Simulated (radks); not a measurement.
Q: Species: the indium ion In+. Configuration: [Kr] 4d10 5s2. Method: Dirac Kohn-Sham, B86b exchange with PBE correlation, spin-unpolarised, spherical densities, finite nucleus; Fermi nuclear charge, rms radius 4.6156 fm; computed with a radial shooting solver on a logarithmic mesh with Libxc functionals. Some entries of the table are withheld. Estimate them.

orbital,occ.,eigenvalue (hartree),<r> (bohr)
1s1/2,2,-1019.650,0.02971
2s1/2,2,-152.8617,0.1281
2p1/2,2,-142.5714,(1)
2p3/2,4,-134.8200,(2)
3s1/2,2,-29.23269,0.3483
3p1/2,2,-25.07933,0.3394
3p3/2,4,-23.67927,0.3505
3d3/2,4,-16.33388,0.3223
3d5/2,6,-16.04707,0.3258
4s1/2,2,(3),0.8481
4p1/2,2,(4),0.9013
4p3/2,4,(5),0.9317
4d3/2,4,-0.97786,1.169
4d5/2,6,-0.94619,1.185
5s1/2,2,-0.54968,2.480

A: 
(1) 2p1/2 <r> (bohr): 0.1084
(2) 2p3/2 <r> (bohr): 0.1137
(3) 4s1/2 eigenvalue (hartree): -4.67017
(4) 4p1/2 eigenvalue (hartree): -3.31424
(5) 4p3/2 eigenvalue (hartree): -3.07000
